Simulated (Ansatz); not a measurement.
Consider the ligand exchange at the Si–O bond: `F[SiH]([SiH3])OC=S` + `O[SiH3]` → `F[SiH]([SiH3])O[SiH3]` + `OC=S`.

Isolated molecules relaxed with PBE0-D4/def2-TZVP in Ansatz; ΔE leaves out vibrations. CBS: MP2 limit from def2 TZ/QZ plus the TZ coupled-cluster correction, frozen cores. This one scheme is used for every species. Functionals use def2-TZVPP. HSE06 is defined as in plane-wave codes. One conformer a species, not always the lowest.

| level | ΔE (kJ/mol) | difference from CCSD(T)/CBS |
| --- | --- | --- |
| r2SCAN-D4 | -34.4 | -2.0 |
| HSE06-D4 | -34.1 | -1.7 |
| BHLYP-D4 | -37.5 | -5.1 |
| RPA@PBE/def2-TZVPP | -32.1 | 0.3 |
| CCSD/def2-SVP | -36.8 | -4.4 |
| CCSD(T)/def2-SVP | -35.3 | -2.9 |
| MP2/def2-TZVPP | -30.2 | 2.2 |
| SCS-MP2/def2-TZVPP | -31.7 | 0.7 |
| SCS-MP2/def2-QZVPP | -32.5 | -0.1 |
| MP2/CBS(def2) | -31.0 | 1.4 |
| CCSD(T)/CBS | -32.4 | 0 |

Largest T1 diagnostic among the species: 0.018.

In def2-TZVPP, CCSD(T) changes the Hartree–Fock value by +8.4 kJ/mol (the triples alone add +1.7 kJ/mol) and MP2 by +9.8 kJ/mol. Leaving LDA and LC-ωPBE aside and taking each functional with its dispersion term where it has one, the values, not all of them listed here, spread over 6.3 kJ/mol, from BHLYP-D4 to revPBE-D4.
